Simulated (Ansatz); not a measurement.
`CNB(S)C=O` and `CNBS` differ in one atom or group.

Ansatz, PBE0-D4/def2-TZVP geometries, multiplicity 1. Each molecule was computed in one conformer, which needn't be the lowest.

```json
{"property": "size of the dipole moment (ωB97M-V/def2-TZVPP) / D", "`CNB(S)C=O`": "3.92"}
{"property": "HOMO energy (B3LYP/def2-TZVPP) / eV", "`CNB(S)C=O`": "-6.93"}
{"property": "HOMO–LUMO gap (ωB97M-V/def2-TZVPP) / eV", "`CNB(S)C=O`": "9.83"}
{"property": "HOMO–LUMO gap (PBE/def2-TZVPP) / eV", "`CNB(S)C=O`": "2.79"}
{"property": "HOMO energy (ωB97M-V/def2-TZVPP) / eV", "`CNB(S)C=O`": "-9.41"}
{"property": "LUMO energy (PBE/def2-TZVPP) / eV", "`CNB(S)C=O`": "-2.80"}
```

Question: Give the same properties after the change, and the shifts. (Best estimate.)

Answer: Computed: 
| property | `CNBS` | shift |
| --- | --- | --- |
| size of the dipole moment (ωB97M-V/def2-TZVPP) / D | 1.80 | -2.12 |
| HOMO energy (B3LYP/def2-TZVPP) / eV | -6.66 | 0.27 |
| HOMO–LUMO gap (ωB97M-V/def2-TZVPP) / eV | 11.29 | 1.46 |
| HOMO–LUMO gap (PBE/def2-TZVPP) / eV | 5.25 | 2.46 |
| HOMO energy (ωB97M-V/def2-TZVPP) / eV | -9.08 | 0.33 |
| LUMO energy (PBE/def2-TZVPP) / eV | -0.43 | 2.37 |

With PBE0 the HOMO rises by 0.26 eV and the LUMO rises by 2.28 eV, so the gap widens by about 2.02 eV. PBE moves the HOMO by -0.10 eV and ωB97M-V by 0.33 eV. Dipoles are sizes alone; their direction can turn.

B3LYP here is the variant with VWN-RPA as its local correlation; programs differ in this.
